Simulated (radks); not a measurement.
Numerical settings for the potassium ion K2+, [Ne] 3s2 3p5. Method: non-relativistic Kohn-Sham, LDA (Slater exchange, Perdew-Wang correlation), spin-polarised, spherical densities, point nucleus; open shells are filled with parallel spins first; computed with a radial shooting solver on a logarithmic mesh with Libxc functionals. The defaults (mesh step 0.008 in ln r, mesh end at 40 bohr or more with all orbitals vanishing there, Anderson mixing 0.5 over 9 steps, residual threshold near 1e-9 with the energy settled to 1e-9 hartree or 1e-11 of itself, here a cap of 64 iterations) give E = -596.8661 hartree and 3p at -38.694 eV in 14 iterations. Run on one thread of a shared host, so times are rough (Arm Neoverse V2): 0.09 s of CPU time, 0.09 s wall, 14 iterations on 2476 mesh points. Changes against that run (0 stands for a change within the tolerance of the run):

[
 {"setting": "mesh step in ln r 0.012", "iterations": "14", "converged": "yes", "E (mhartree)": "0", "e(3p) (meV)": "0", "CPU (s)": "0.06"},
 {"setting": "mesh step in ln r 0.03", "iterations": "14", "converged": "yes", "E (mhartree)": "0", "e(3p) (meV)": "0", "CPU (s)": "0.03"},
 {"setting": "mesh step in ln r 0.02", "iterations": "14", "converged": "yes", "E (mhartree)": "0", "e(3p) (meV)": "0", "CPU (s)": "0.04"},
 {"setting": "mesh end (bohr) 8", "iterations": "14", "converged": "yes", "E (mhartree)": "0", "e(3p) (meV)": "+0.00658", "CPU (s)": "0.08"},
 {"setting": "mesh end (bohr) 400", "iterations": "14", "converged": "yes", "E (mhartree)": "0", "e(3p) (meV)": "0", "CPU (s)": "0.09"},
 {"setting": "residual threshold 1e-13", "iterations": "21", "converged": "yes", "E (mhartree)": "0", "e(3p) (meV)": "0", "CPU (s)": "0.11"},
 {"setting": "residual threshold 0.1", "iterations": "8", "converged": "yes", "E (mhartree)": "0", "e(3p) (meV)": "+0.277", "CPU (s)": "0.06"},
 {"setting": "mixing 1", "iterations": "10", "converged": "yes", "E (mhartree)": "0", "e(3p) (meV)": "0", "CPU (s)": "0.07"},
 {"setting": "linear mixing, mixing 1", "iterations": "41", "converged": "yes", "E (mhartree)": "0", "e(3p) (meV)": "0", "CPU (s)": "0.21"},
 {"setting": "linear mixing, mixing 0.2", "iterations": "64", "converged": "no", "E (mhartree)": "0", "e(3p) (meV)": "-0.00648", "CPU (s)": "0.31"},
 {"setting": "mixing history 3", "iterations": "14", "converged": "yes", "E (mhartree)": "0", "e(3p) (meV)": "0", "CPU (s)": "0.08"},
 {"setting": "iteration cap 2", "iterations": "2", "converged": "no", "E (mhartree)": "+304", "e(3p) (meV)": "-1.72e+04", "CPU (s)": "0.02"}
]

No run marked as converged misses the energy by more than 1 mhartree. A mesh that ends early acts as a hard wall.
